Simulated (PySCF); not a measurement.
## Vibration and rotation of InC⁻

ROHF-SCS-MP2 constants of InC⁻, triplet, unpaired electrons σ ↑, π ↑ (In aug-cc-pVDZ-PP with ECP28, C aug-cc-pVDZ; scalar-relativistic core potentials (PySCF 2.14); masses 114.9039 and 12.0000 u):

* ωe: 554.9 cm⁻¹
* ωexe: 1.34 cm⁻¹
* Be: 0.34005 cm⁻¹
* αe: 0.00198 cm⁻¹
* D (centrifugal): 5.11e-07 cm⁻¹

**Question.** Give the vibrational terms G(v) and spacings up to v = 3.

**Answer.** G(v) = ωe(v+½) − ωexe(v+½)².

| v | G(v) (cm⁻¹) | G(v) − G(v−1) | Bv (cm⁻¹) |
| --- | --- | --- | --- |
| 0 | 277 |  | 0.3391 |
| 1 | 829 | 552 | 0.3371 |
| 2 | 1379 | 550 | 0.3351 |
| 3 | 1926 | 547 | 0.3331 |

Correlated steps freeze 5 core orbitals. Spin–orbit coupling is left out, which matters for elements this heavy, above all for dissociation energies. The state is the lowest determinant that a PBE0 search found; another state may lie lower at other levels.
